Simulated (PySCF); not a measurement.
Z-matrix (Å, degrees):
```
B
H 1 1.1969
H 1 1.1969 2 119.45
C 1 1.5233 2 120.27 3 -180.00
H 4 1.0873 1 123.06 2 9.05
H 4 1.0873 5 113.87 1 -180.00
```
Charge 0, spin multiplicity 2.

Give the dipole moment, total energy and highest occupied spin orbital at the level PBE0-D4/def2-TZVP run with PySCF.


The dipole moment is 1.24 D, the total energy is -65.2121 Ha and the highest occupied spin orbital is -7.96 eV.
